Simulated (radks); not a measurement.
Species: Nb. Configuration: [Kr] 4d4 7d1 (not the ground configuration).

Calculated with a radial shooting solver on a logarithmic mesh with Libxc functionals: scalar-relativistic Kohn-Sham, r2SCAN, spin-polarised, spherical densities, finite nucleus; open shells are filled with parallel spins first (spin-orbit coupling, left out, can overturn this in heavy ions); meta-GGA in the generalised Kohn-Sham scheme; Fermi nuclear charge, rms radius 4.324 fm.

Energy parts (eV):
part                       energy
total                 -103948.241
kinetic                107030.411
electron-nucleus      -250230.363
Hartree                 42494.026
exchange-correlation    -3242.315

Orbitals (lengths in bohr, moments of r in powers of bohr; <r^-3> diverges for s and p1/2; r(max) is where P^2 peaks):
| orbital | occ. | eigenvalue (eV) | <r^-3> | r(max) |
|---|---|---|---|---|
| 1s up | 1 | -18855.33 | - | 0.02349 |
| 1s down | 1 | -18855.36 | - | 0.02349 |
| 2s up | 1 | -2653.411 | - | 0.1331 |
| 2s down | 1 | -2652.920 | - | 0.1331 |
| 2p up | 3 | -2367.223 | 2347 | 0.1065 |
| 2p down | 3 | -2366.879 | 2347 | 0.1065 |
| 3s up | 1 | -451.9013 | - | 0.3949 |
| 3s down | 1 | -451.7449 | - | 0.3950 |
| 3p up | 3 | -357.4379 | 385.1 | 0.3890 |
| 3p down | 3 | -357.2361 | 384.6 | 0.3891 |
| 3d up | 5 | -203.5805 | 50.41 | 0.3355 |
| 3d down | 5 | -203.1876 | 50.37 | 0.3357 |
| 4s up | 1 | -66.0346 | - | 1.039 |
| 4s down | 1 | -63.5510 | - | 1.030 |
| 4p up | 3 | -41.7379 | 49.87 | 1.131 |
| 4p down | 3 | -38.7859 | 52.21 | 1.120 |
| 4d up | 4 | -9.1165 | 3.044 | 1.497 |
| 7d up | 1 | -0.3716 | 0.02163 | 36.65 |

The highest occupied level is 7d up at -0.372 eV. Spin moment in Bohr magnetons: 5. The spin density at the nucleus is -3.729 e/bohr^3 (1s 0.040, 2s -0.928, 3s 0.802, 4s -3.644). Summed over all electrons, <r^2> = 1298 bohr^2, which gives a Langevin (diamagnetic) susceptibility term of -1.03e+03 x 10^-6 cm^3/mol.
